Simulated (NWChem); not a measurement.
System: CHCl₂F; SMILES FC(Cl)Cl

Excerpt of the output:

```
             Northwest Computational Chemistry Package (NWChem) 7.3.0
             --------------------------------------------------------

 CS  symmetry detected

                             Geometry "geometry" -> ""
                             -------------------------

 Output coordinates in angstroms (scale by  1.889725989 to convert to a.u.)

  No.       Tag          Charge          X              Y              Z
 ---- ---------------- ---------- -------------- -------------- --------------
    1 F                    9.0000     1.58331418    -0.16579567     0.00000000
    2 C                    6.0000     0.37654885     0.39953123     0.00000000
    3 Cl                  17.0000    -0.49953949    -0.07053547     1.45997500
    4 Cl                  17.0000    -0.49953949    -0.07053547    -1.45997500
    5 H                    1.0000     0.47522204     1.49317975     0.00000000

 Effective nuclear repulsion energy (a.u.)     211.4825099525

      Symmetry information
      --------------------

 Group name             Cs
 Group number              2
 Group order               2
 No. of unique centers     4

                                Z-matrix (autoz)
                                --------

 Units are Angstrom for bonds and degrees for angles

      Type          Name      I     J     K     L     M      Value
      ----------- --------  ----- ----- ----- ----- ----- ----------
    1 Stretch                  1     2                       1.33262
    2 Stretch                  2     3                       1.76636
    3 Stretch                  2     4                       1.76636
    4 Stretch                  2     5                       1.09809
    5 Bend                     1     2     3               109.64852
    6 Bend                     1     2     4               109.64852
    7 Bend                     1     2     5               109.94594
    8 Bend                     3     2     4               111.49096
    9 Bend                     3     2     5               108.03598
   10 Bend                     4     2     5               108.03598

  pbe96 is a nonlocal functional; adding pw91lda local functional.

                           NWChem Geometry Optimization
                           ----------------------------

 maximum gradient threshold         (gmax) =   0.000450
 rms gradient threshold             (grms) =   0.000300
 maximum cartesian step threshold   (xmax) =   0.001800
 rms cartesian step threshold       (xrms) =   0.001200
 fixed trust radius                (trust) =   0.300000
 source of zmatrix                         =   autoz

          -------------------
          Energy Minimization
          -------------------

 Using diagonal initial Hessian
 Scaling for Hessian diagonals: bonds = 1.00  angles = 0.25  torsions = 0.10

          --------
          Step   0

                                 NWChem DFT Module
                                 -----------------

 Summary of "ao basis" -> "ao basis" (spherical)
 ------------------------------------------------------------------------------
       Tag                 Description            Shells   Functions and Types
 ---------------- ------------------------------  ------  ---------------------
 F                          def2-svp                 6       14   3s2p1d
 C                          def2-svp                 6       14   3s2p1d
 Cl                         def2-svp                 8       18   4s3p1d
 H                          def2-svp                 3        5   2s1p

      Symmetry analysis of basis
      --------------------------

        a'         42
        a"         27

            General Information
            -------------------
          SCF calculation type: DFT
          Wavefunction type:  closed shell.
          No. of atoms     :     5
          No. of electrons :    50
           Alpha electrons :    25
            Beta electrons :    25
          Charge           :     0
          Spin multiplicity:     1
          Use of symmetry is: on ; symmetry adaption is: on
          Maximum number of iterations: 150
          AO basis - number of functions:    69
                     number of shells:    31
          Convergence on energy requested:  1.00D-06
          Convergence on density requested:  1.00D-05
          Convergence on gradient requested:  5.00D-04

              XC Information
              --------------
          PerdewBurkeErnzerhof Exchange Functional  1.000
            Perdew 1991 LDA Correlation Functional  1.000 local
           PerdewBurkeErnz. Correlation Functional  1.000 non-local

             Grid Information
             ----------------
          Grid used for XC integration:  medium
          Radial quadrature: Mura-Knowles
          Angular quadrature: Lebedev.
          Tag              B.-S. Rad. Rad. Pts. Rad. Cut. Ang. Pts.
          ---              ---------- --------- --------- ---------
          F                   0.50       49           7.0       434
          C                   0.70       49           7.0       434
          Cl                  1.00       88           8.0       590
          H                   0.35       45           7.0       434
          Grid pruning is: on
          Number of quadrature shells:   231
          Spatial weights used:  Erf1

      Superposition of Atomic Density Guess
      -------------------------------------

 Sum of atomic energies:       -1056.06363930

      Non-variational initial energy
      ------------------------------

 Total energy =   -1057.122610
 1-e energy   =   -1881.692190
 2-e energy   =     613.087071
 HOMO         =      -0.370423
 LUMO         =       0.098528

      Symmetry analysis of molecular orbitals - initial
      -------------------------------------------------

  Numbering of irreducible representations:

     1 a'          2 a"

  Orbital symmetries:

     1 a"          2 a'          3 a'          4 a'          5 a'
     6 a"          7 a'          8 a"          9 a'         10 a"
    11 a'         12 a"         13 a'         14 a'         15 a"
    16 a'         17 a'         18 a"         19 a'         20 a'
    21 a"         22 a'         23 a"         24 a"         25 a'
    26 a'         27 a"         28 a'         29 a'         30 a'
    31 a"         32 a'         33 a'         34 a"         35 a'

   convergence    iter        energy       DeltaE   RMS-Dens  Diis-err
 ---------------- ----- ----------------- --------- --------- ---------
 d= 0,ls=0.0,diis     1  -1057.8625923160 -1.27D+03  2.93D-02  1.41D+00
 d= 0,ls=0.0,diis     2  -1057.3684673633  4.94D-01  2.05D-02  6.13D+00
 d= 0,ls=0.0,diis     3  -1058.0202131287 -6.52D-01  2.12D-03  1.18D-02
 d= 0,ls=0.0,diis     4  -1058.0212474980 -1.03D-03  8.36D-04  2.73D-03
 d= 0,ls=0.0,diis     5  -1058.0215565274 -3.09D-04  1.51D-04  1.14D-04
  Resetting Diis
 d= 0,ls=0.0,diis     6  -1058.0215641131 -7.59D-06  5.88D-05  3.47D-05
 d= 0,ls=0.0,diis     7  -1058.0215677197 -3.61D-06  1.45D-05  4.25D-07
 d= 0,ls=0.0,diis     8  -1058.0215676994  2.03D-08  7.74D-06  7.64D-07

         Total DFT energy =    -1058.021567699363
      One electron energy =    -1882.267137533468
           Coulomb energy =      684.989091594337
    Exchange-Corr. energy =      -72.226031712742
 Nuclear repulsion energy =      211.482509952509

 Numeric. integr. density =       49.999997417575

                  Occupations of the irreducible representations
                  ----------------------------------------------

                     irrep           alpha         beta
                     --------     --------     --------
                     a'               15.0         15.0
                     a"               10.0         10.0

                       DFT Final Molecular Orbital Analysis
                       ------------------------------------

 Vector   23  Occ=2.000000D+00  E=-2.855657D-01  Symmetry=a"
              MO Center= -4.2D-01, -5.5D-02, -1.5D-13, r^2= 3.3D+00
   Bfn.  Coefficient  Atom+Function         Bfn.  Coefficient  Atom+Function
  ----- ------------  ---------------      ----- ------------  ---------------
    40      0.400691  3 Cl py                58     -0.400691  4 Cl py
    37      0.303838  3 Cl py                55     -0.303838  4 Cl py
    39     -0.197808  3 Cl px                57      0.197808  4 Cl px
    34      0.176211  3 Cl py                52     -0.176211  4 Cl py
     6     -0.145339  1 F  pz                36     -0.141763  3 Cl px

[...]

      ----------------------
      Optimization converged
      ----------------------

  Step       Energy      Delta E   Gmax     Grms     Xrms     Xmax
  ---- ---------------- -------- -------- -------- -------- --------
@    4   -1058.02222031 -5.2D-07  0.00006  0.00003  0.00056  0.00128
                                     ok       ok       ok       ok

                                Z-matrix (autoz)
                                --------

 Units are Angstrom for bonds and degrees for angles

      Type          Name      I     J     K     L     M      Value     Gradient
      ----------- --------  ----- ----- ----- ----- ----- ---------- ----------
    1 Stretch                  1     2                       1.34608   -0.00000
    2 Stretch                  2     3                       1.78753   -0.00003
    3 Stretch                  2     4                       1.78753   -0.00003
    4 Stretch                  2     5                       1.10734   -0.00006
    5 Bend                     1     2     3               109.77842    0.00000
    6 Bend                     1     2     4               109.77842    0.00000
    7 Bend                     1     2     5               110.14724    0.00000
    8 Bend                     3     2     4               111.41091   -0.00004
    9 Bend                     3     2     5               107.84262    0.00002
   10 Bend                     4     2     5               107.84262    0.00002

                         Geometry "geometry" -> "geometry"
                         ---------------------------------

 Output coordinates in angstroms (scale by  1.889725989 to convert to a.u.)

  No.       Tag          Charge          X              Y              Z
 ---- ---------------- ---------- -------------- -------------- --------------
    1 F                    9.0000     1.59922755    -0.17060745     0.00000000
    2 C                    6.0000     0.37999644     0.39984678     0.00000000
    3 Cl                  17.0000    -0.50915723    -0.07324452     1.47677138
    4 Cl                  17.0000    -0.50915723    -0.07324452    -1.47677138
    5 H                    1.0000     0.47509656     1.50309407     0.00000000

 Effective nuclear repulsion energy (a.u.)     209.0700297545

      Symmetry information
      --------------------

 Group name             Cs
 Group number              2
 Group order               2
 No. of unique centers     4

                Final and change from initial internal coordinates
                --------------------------------------------------

                                Z-matrix (autoz)
                                --------

 Units are Angstrom for bonds and degrees for angles

      Type          Name      I     J     K     L     M      Value       Change
      ----------- --------  ----- ----- ----- ----- ----- ---------- ----------
    1 Stretch                  1     2                       1.34608    0.01346
    2 Stretch                  2     3                       1.78753    0.02117
    3 Stretch                  2     4                       1.78753    0.02117
    4 Stretch                  2     5                       1.10734    0.00925
    5 Bend                     1     2     3               109.77842    0.12991
    6 Bend                     1     2     4               109.77842    0.12991
    7 Bend                     1     2     5               110.14724    0.20130
    8 Bend                     3     2     4               111.41091   -0.08005
    9 Bend                     3     2     5               107.84262   -0.19335
   10 Bend                     4     2     5               107.84262   -0.19335

 ==============================================================================
                                internuclear distances
 ------------------------------------------------------------------------------
       center one      |      center two      | atomic units |  angstroms
 ------------------------------------------------------------------------------
    2 C                |   1 F                |     2.54373  |     1.34608
    3 Cl               |   2 C                |     3.37794  |     1.78753
    4 Cl               |   2 C                |     3.37794  |     1.78753
    5 H                |   2 C                |     2.09257  |     1.10734
 ------------------------------------------------------------------------------
                         number of included internuclear distances:          4
 ==============================================================================

[second-derivative integrals and response iterations left out]

  Vibrational analysis via the FX method

  See chapter 2 in "Molecular Vibrations" by Wilson, Decius and Cross

  Vib: Default input used

[...]

 Rotational Constants
 --------------------
 A=   0.228543 cm-1  (  0.328815 K)
 B=   0.106961 cm-1  (  0.153890 K)
 C=   0.076209 cm-1  (  0.109646 K)

 Temperature                      =   298.15K
 frequency scaling parameter      =   1.0000

 Zero-Point correction to Energy  =   13.095 kcal/mol  (  0.020869 au)
 Thermal correction to Energy     =   15.715 kcal/mol  (  0.025044 au)
 Thermal correction to Enthalpy   =   16.307 kcal/mol  (  0.025987 au)

 Total Entropy                    =   70.264 cal/mol-K
   - Translational                =   39.758 cal/mol-K (mol. weight = 101.9439)
   - Rotational                   =   26.251 cal/mol-K (symmetry #  =        1)
   - Vibrational                  =    4.255 cal/mol-K

 Cv (constant volume heat capacity) =   12.810 cal/mol-K
   - Translational                  =    2.979 cal/mol-K
   - Rotational                     =    2.979 cal/mol-K
   - Vibrational                    =    6.851 cal/mol-K

[normal modes left out]

 ----------------------------------------------------------------------------
 Normal Eigenvalue ||           Projected Infra Red Intensities
  Mode   [cm**-1]  || [atomic units] [(debye/angs)**2] [(KM/mol)] [arbitrary]
 ------ ---------- || -------------- ----------------- ---------- -----------
    1       -0.000 ||    0.000001           0.000         0.001       0.000
    2       -0.000 ||    0.000673           0.016         0.656       0.170
    3       -0.000 ||    0.000305           0.007         0.298       0.077
    4       -0.000 ||    0.000000           0.000         0.000       0.000
    5       -0.000 ||    0.000309           0.007         0.302       0.078
    6       -0.000 ||    0.000000           0.000         0.000       0.000
    7      264.985 ||    0.000212           0.005         0.206       0.053
    8      354.147 ||    0.000240           0.006         0.234       0.061
    9      446.613 ||    0.002071           0.048         2.019       0.523
   10      714.029 ||    0.048175           1.111        46.964      12.154
   11      750.639 ||    0.257561           5.942       251.084      64.978
   12     1107.424 ||    0.204289           4.713       199.151      51.538
   13     1187.099 ||    0.051471           1.187        50.177      12.985
   14     1284.056 ||    0.019552           0.451        19.060       4.933
   15     3055.721 ||    0.009712           0.224         9.468       2.450
 ----------------------------------------------------------------------------
```

Level: PBE/def2-SVP. 

Write an input that gives this output.

This is not unique; one that fits is the input that was run:
```
start job
memory heap 200 mb stack 900 mb global 1100 mb
geometry units angstroms
  F      1.586569    -0.177455     0.000000
  C      0.386236     0.401404     0.000000
  Cl    -0.495082    -0.058783    -1.459975
  Cl    -0.495082    -0.058783     1.459975
  H      0.497199     1.493874     0.000000
end
basis spherical
  * library def2-svp
end
dft
  xc xpbe96 cpbe96
  iterations 150
end
driver
  maxiter 120
end
task dft optimize
task dft freq
```
